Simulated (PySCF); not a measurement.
Problem. What does the GFN2-xTB structure of InChI=1S/C4H6F3NO/c5-4(6,7)3(9)1-2-8/h1-2,8H2 look like in three dimensions?

Solution. 
```
atom  x, y, z in Å
N1     2.0705    0.1340   -1.1363
C2     1.5671   -0.0557    0.2126
C3     0.1253   -0.5665    0.1446
C4    -0.8366    0.5018   -0.2603
O5    -0.5929    1.6407   -0.5290
C6    -2.3094   -0.0178   -0.3152
F7    -2.6789   -0.5458    0.8643
F8    -2.4395   -0.9917   -1.2299
F9    -3.1823    0.9380   -0.6164
H10    3.0536    0.3786   -1.1171
H11    1.5741    0.8954   -1.5878
H12    1.5903    0.8580    0.8286
H13    2.1866   -0.8134    0.6987
H14    0.0630   -1.3739   -0.5916
H15   -0.1953   -0.9738    1.1070
```

Orientation and origin are arbitrary. Atoms count from 1 in this order. Of the pairs four or more bonds apart, O5···H11 is among the closest relative to their van der Waals radii: 2.52 Å, 93 % of the sum of Bondi's values. The 3 C–C bonds span 1.493 Å (C3–C4, drawn single) to 1.563 Å (C4–C6, drawn single), a spread of 0.070 Å. N1 (primary amine nitrogen) is pyramidal (angles 110.5°, 110.0° and 107.6°, sum 328.1°, 0.38 Å off the plane of its three neighbours).

Bonds between heavy atoms (Å): N1–C2 1.452, C2–C3 1.531, C3–C4 1.493, C4=O5 1.195, C4–C6 1.563, C6–F7 1.344, C6–F8 1.342, C6–F9 1.329.

Structure optimised with GFN2-xTB, isolated species.

Point group: C1 (no symmetry element, even within 0.4 Å). Whether it is a minimum is left open (no frequencies). One conformer, not necessarily the lowest (H–N1–C2–C3 -174° and 67°, N1–C2–C3–C4 -74°, C2–C3–C4–O5 1°).

These are computed values.
